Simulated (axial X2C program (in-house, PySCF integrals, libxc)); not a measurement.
**Working with the constants of YTe⁺**

A bond curve at the PBEsol level, two-component, was computed with an in-house relativistic program for diatomic molecules (basis Te dyall-cv3z [11s12p8d4f1g], Y dyall-cv3z [11s12p9d6f3g] (cores contracted in-house)) for the state Ω = 0 (closed shell). Its fit gives Re = 2.5739 Å, ωe = 291.8 cm⁻¹, ωexe = 0.468 cm⁻¹ and αe = 1.031e-04 cm⁻¹; the masses are 129.9062 and 88.9058 u. Two-component means X2C with spin–orbit coupling and atomic mean-field Coulomb and Gaunt terms.

(1) Find the reduced mass, Be and the force constant.

(2) Give B0, the J = 1←0 line in GHz and the most populated J at 300 K (kT = 208.5 cm⁻¹).

(3) Where do the fundamental and the first overtone lie?

(4) Estimate the centrifugal constant by the Kratzer relation.

(5) A Morse curve ties αe to the other constants (Pekeris). How well does that hold?

Occupations by symmetry block were frozen at the best pattern of an incomplete PBE0 search.

## Answers

(1) From the PBEsol values: μ = 52.7824 u. Be = 16.8576/(μ Re²) = 0.04821 cm⁻¹. k = 5.8918×10⁻⁷ μ ωe² = 2.65 mdyn/Å.

(2) B0 = Be − αe/2 = 0.04816 cm⁻¹; 2B0 = 2.887 GHz; J(max) ≈ √(kT/2B0) − 1/2 = 46.0, so J = 46.

(3) ν(1←0) = ωe − 2ωexe = 290.9 cm⁻¹; ν(2←0) = 2ωe − 6ωexe = 580.8 cm⁻¹.

(4) D = 4Be³/ωe² = 5.26e-09 cm⁻¹.

(5) αe(Morse) = 6Be²/ωe × (√(ωexe/Be) − 1) = 1.011e-04 cm⁻¹; the PBEsol curve gives 1.031e-04 cm⁻¹, a ratio of 0.98.
